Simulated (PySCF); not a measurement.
## Unknown compound

Molecular formula: C6H13FOSi. Simulated spectra:

1H NMR (600 MHz, computed): δ 5.86 (m, 1H), 5.19 (m, 2H), 5.06 (q, 2H), 4.54 (s, 2H), 2.07 (s, 3H), 0.24 (t, 3H).

13C{1H} NMR (computed): δ 157.6 (C), 126.6 (CH), 80.5 (CH2), 66.6 (CH2), 23.1 (CH3), -2.6 (CH3).

Level of theory: shieldings: GIAO PBE0/pcSseg-1, structure optimised with GFN2-xTB, in PySCF (fast rotation and ring inversion assumed for equivalent nuclei, non-relativistic Hamiltonian, a single conformation, gas phase).

Scale: 1H (31.72 ppm) and 13C (186.93 ppm) against TMS (reference shieldings calculated alike).

Deduce the structure.

Answers


- Rings plus π bonds: 1 (no ring in the answer).
- 6 carbon signals for 6 carbons: no two carbons are equivalent.
- Carbon types of the structure: 1 × C, 1 × CH, 2 × CH2, 2 × CH3, leaving 2 H on heteroatoms.
- δC 157.6: fully substituted alkene carbon; as expected for a trigonal carbon in a double bond.
- δC 126.6: alkene CH; as expected for a trigonal carbon in a double bond.
- δC 80.5: allylic sp3 CH2 bonded to F; deshielded by the electronegative neighbour.
- δC 66.6: allylic sp3 CH2 bonded to O; the inductive effect lowers its shielding.
- δC 23.1: allylic methyl carbon; aliphatic region, no heteroatom directly attached.
- δH 4.54: hydrogen on an allylic sp3 CH2 bonded to O; its carbon carries O, hence the downfield position.
- δH 2.07: hydrogen on an allylic methyl carbon; allylic position.

The compound is `C[SiH2]OC/C(C)=C\CF`.

The shifts were computed for this structure.

Splittings by 19F in the carbon and heteronuclear signals aren't shown, as no couplings were computed. Shifts are as computed. Against solution values, carbons near 30 ppm lie about +3 ppm off and those near 130 ppm about +5 ppm. Of 1309 compounds with measured shifts, 239 miss one by over three times the rms of a fit or turn the order of signals round; such compounds aren't used in these exercises. No couplings were computed; multiplicities are counted from neighbouring protons, with m where these are inequivalent, close in shift, in a saturated or five-membered ring or joined by F or P, and br s for small geminal =CH2 splittings.
